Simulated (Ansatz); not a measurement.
System: C$_{5}$H$_{11}$O, charge 0, multiplicity 2. It need not be the lowest isomer of its formula. 
Coordinates optimised at B3LYP-D3(BJ)/def2-TZVP (Ansatz, an electronic-structure program):
```
C
H 1 1.1022
O 1 1.4336 2 103.40
H 3 0.9650 1 107.34 2 168.96
C 1 1.4905 2 109.30 3 117.74
H 5 1.0839 1 115.59 2 -80.62
C 5 1.4860 6 119.13 1 -165.19
H 7 1.0898 5 111.31 6 -16.07
H 7 1.0946 8 107.91 5 123.63
H 7 1.1006 8 107.25 9 113.69
C 1 1.5330 2 107.42 3 -117.87
H 11 1.0933 1 108.71 2 -66.21
H 11 1.0958 12 106.48 1 116.73
C 11 1.5244 12 109.78 13 119.36
H 14 1.0896 11 110.87 12 179.59
H 14 1.0913 15 108.42 11 -122.17
H 14 1.0928 15 107.65 16 -116.39
```
Charge 0, spin multiplicity 2.

Property: atomisation energy (electronic, to ground-state atoms), in kcal/mol. Valence correlation only, unless marked. UHF or UKS for open shells. Spin-orbit coupling is left out. No relativistic terms. The coupled-cluster limit lacks core correlation, which all-electron functionals hold. CBS marks a two-point X^-3 extrapolation of the correlation energy; Hartree-Fock from the larger set. [CCSD(T)-MP2]/basis is that difference in the basis named.

```
level                        program  atomisation energy (kcal/mol)
--------------------  --------------  -----------------------------
BLYP/def2-TZVPD               Ansatz                         1566.4
revPBE-D4/def2-TZVPD  Ansatz + dftd4                         1586.6
r2SCAN/def2-TZVPD             Ansatz                         1593.4
B97M-V/def2-TZVPD             Ansatz                         1588.7
```

Task: Predict the RI-MP2/CBS(cc-pVTZ,cc-pVQZ)+[CCSD(T)-MP2]/cc-pVTZ result (Ansatz).

Result: 1589.5 kcal/mol, so B97M-V/def2-TZVPD differs from it by -0.8 kcal/mol.
